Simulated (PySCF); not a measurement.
**Simulated characterisation data**

PySCF 2.14.0 with density-fitted response routines calculation with GIAO PBE0/pcSseg-1 shieldings, J couplings at B3LYP/pcJ-1 (spin–dipole term left out of most H,H and C,H couplings) and PBE0-D3(BJ)/def2-SVP structure; averaged over atoms made equivalent by symmetry, fast rotation or ring inversion, a single conformation, relativity neglected, in vacuum.

Referencing at the same level of theory: TMS for 1H (31.27 ppm), 13C (184.41 ppm). Multiplet labels drop J under 1 Hz and among equivalent protons, and merge close values. Unscaled 3J(H,H) run several per cent high. One-bond C–F couplings are unscaled and too large by tens of Hz. Shifts are as computed. Against solution values, carbons near 30 ppm lie about +2 ppm off and those near 130 ppm about +5 ppm. Of 1313 compounds with measured shifts, 239 miss one by over three times the rms of a fit or turn the order of signals round; such compounds aren't used in these exercises.

**1.** (CF3CO)2NCH3 (CN(C(=O)C(F)(F)F)C(=O)C(F)(F)F, C5H3F6NO2). 1H NMR (400 MHz, computed): δ 3.46 (sept, J = 1.5 Hz, 3H). 13C{1H} NMR (computed): δ 165.0 (C, m), 120.5 (C, q, J = 354.3 Hz), 30.6 (CH3).

**2.** `InChI=1S/C9H8F4/c1-2-6-3-4-7(8(10)5-6)9(11,12)13/h2,4-5,8H,1,3H2/t8-/m0/s1`. 1H NMR (400 MHz, computed): δ 6.82 (m, 1H), 6.62 (ddd, J = 19.0, 12.3, 1.8 Hz, 1H), 6.14 (m, 1H), 5.72 (m, 1H), 5.54 (ddt, J = 12.3, 2.8, 1.1 Hz, 1H), 5.52 (ddd, J = 19.0, 3.2, 1.1 Hz, 1H), 2.99 (m, 1H), 2.82 (m, 1H). 13C{1H} NMR (computed): δ 146.0, 141.9 (d, J = 7.8 Hz), 139.5 (qd, J = 5.3, 3.6 Hz), 133.9 (qd, J = 32.5, 16.7 Hz), 133.7 (d, J = 16.5 Hz), 128.1 (q, J = 336.6 Hz), 122.3, 80.4 (d, J = 223.0 Hz), 27.9.
